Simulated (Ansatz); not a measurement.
`[NH2][Y]([F])[Cl]` + `N[SiH2]P` → `[NH2][Y]([NH2])[F]` + `P[SiH2]Cl`  (redistribution)

Isolated molecules relaxed with PBE0-D4/def2-TZVP in Ansatz; ΔE leaves out vibrations. CCSD(T)/CBS adds triple-zeta CCSD(T) − MP2 to the extrapolated MP2 energy (def2 sets, frozen cores). Functionals use def2-TZVPP. def2 core potentials past Kr. For Y outer-core shells are correlated without core-valence functions, which leaves a few kJ/mol of doubt a bond. Each species was taken in one conformer, which may not be the lowest.

| level | ΔE (kcal/mol) |
| --- | --- |
| B97M-V | 21.9 |
| BHLYP | 23.1 |

(1) What does CCSD(T)/CBS give? (An estimate is asked.)

Largest T1 diagnostic among the species: 0.013.

Answers

(1) Computed: +20.9 kcal/mol. The listed levels differ from it by 1.0, 2.2 kcal/mol.

At CCSD(T), def2-SVP lies +1.5 kcal/mol from the extrapolated value and def2-TZVPP −0.2 kcal/mol. From BLYP to BHLYP (50 % exact exchange), in def2-TZVPP and without D4, ΔE moves by +3.8 kcal/mol.
